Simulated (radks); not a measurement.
Spherical quantum dot in the effective-mass picture: electrons in a well V = -V0 / (1 + exp((r - R)/a)) with V0 = 5.54, R = 9.59, a = 1, with a point charge +2 (a donor) at the centre, all in effective atomic units (hartree* = m*/eps^2 hartree, bohr* = eps/m* bohr), one dielectric constant everywhere. Calculated with a radial shooting solver with Libxc functionals: non-relativistic Kohn-Sham, PBEsol, spin-polarised, spherical densities. Levels are named by radial order and angular momentum (1s, 1p, 1d, 2s, ...), and open shells are averaged over m. Results are scaled to m* = 0.093 and eps = 15.5, for which hartree* = 10.53 meV and bohr* = 8.82 nm.

N = 24, configuration 1s2 1p6 1d10 2s2 1f(up 4, down 0). This is the lowest configuration that the search found. Occupied and some empty levels:

| level | occupation | eigenvalue (meV) | <r> (nm) |
|---|---|---|---|
| 1s down | 1 | -25.421 | 8.615 |
| 1s up | 1 | -25.419 | 8.618 |
| 2s up | 1 | -22.558 | 52.66 |
| 2s down | 1 | -22.385 | 52.26 |
| 1p up | 3 | -22.248 | 53.48 |
| 1p down | 3 | -22.071 | 53.11 |
| 1d up | 5 | -21.614 | 55.09 |
| 1d down | 5 | -21.427 | 54.86 |
| 1f up | 4 | -20.743 | 56.58 |
| 1f down | 0 | -20.546 | 56.43 |
| 1g up | 0 | -19.657 | 57.97 |
| 1g down | 0 | -19.454 | 57.87 |
| 2p up | 0 | -18.705 | 41.68 |
| 2p down | 0 | -18.630 | 41.44 |
| 2d up | 0 | -17.373 | 47.15 |
| 2d down | 0 | -17.270 | 46.98 |

Energy (meV): total -988.718, kinetic 72.079, external -1482.1, Hartree 479.07, exchange-correlation -57.802.

Electron density:

| r (nm) | n(r) (e/nm^3) |
|---|---|
| 4.80 | 0.0006613 |
| 12.8 | 0.00003487 |
| 20.8 | 4.146e-06 |
| 28.9 | 4.765e-06 |
| 36.9 | 0.00001058 |
| 44.9 | 0.00001912 |
| 52.9 | 0.00002397 |
| 61.0 | 0.00001722 |
| 69.0 | 5.403e-06 |
| 77.0 | 6.087e-07 |
| 85.0 | 2.412e-08 |
| 93.0 | 3.916e-10 |
| 101 | 3.654e-12 |
